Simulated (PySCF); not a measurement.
Structure from 2D NMR

Compound of formula C2H7BO2. Correlations simulated from computed shifts and couplings:

HSQC (one-bond C–H):
```
  δH    δC  1J(C,H) (Hz)
1.03  10.1           133
0.48   9.8           120
```

COSY cross peaks (|J| ≥ 2 Hz):
```
  δH    δH  abs. J (Hz)  bonds
1.03  0.48          8.9      3
```

HMBC (two and three bonds, |J| ≥ 2.5 Hz):
```
  δH  δC [abs. J in Hz]
1.03          9.8 [3.1]
0.48         10.1 [4.5]
```

- shielding tensors at PBE0/pcSseg-1 (GIAO)
- B3LYP/pcJ-1 coupling constants (spin–dipole term only in couplings to heteroatoms)
- coordinates at the PBE0-D3(BJ)/def2-SVP level
- code: PySCF 2.14
- no solvent model, equivalent nuclei averaged, no relativistic terms, one computed conformer

Chemical shifts δ = σref − σ; TMS for 1H and 13C, all at this level.

Exchangeable hydrogens are left out of these lists, and C,H couplings along chains are those of one rotamer, so weak HMBC peaks may be missing or extra.

Question: Which molecule is this?

Answer: ethylboronic acid.

Atom-mapped SMILES (the numbers label the heavy atoms): `[CH3:1][CH2:2][B:3]([OH:4])[OH:5]` (H(Xn): hydrogen on atom n).

δC 10.1 is C1, a methyl carbon (δH 1.03). δC 9.8 is C2, an sp3 CH2 bonded to B (δH 0.48). COSY links 1.03–0.48.

Exchangeable OH/NH protons stand at their gas-phase positions; hydrogen bonding in a real sample shifts them, mostly to higher δ. A carbon bonded to boron is broadened by the quadrupolar boron nucleus and is often missing from a measured spectrum. Unscaled 3J(H,H) at this level run about 10 % above measured values. Shifts are as computed. Against solution values, carbons near 30 ppm lie about +2 ppm off and those near 130 ppm about +5 ppm. Of 1211 compounds with measured shifts, 218 miss one by over three times the rms of a fit or turn the order of signals round; such compounds aren't used in these exercises.
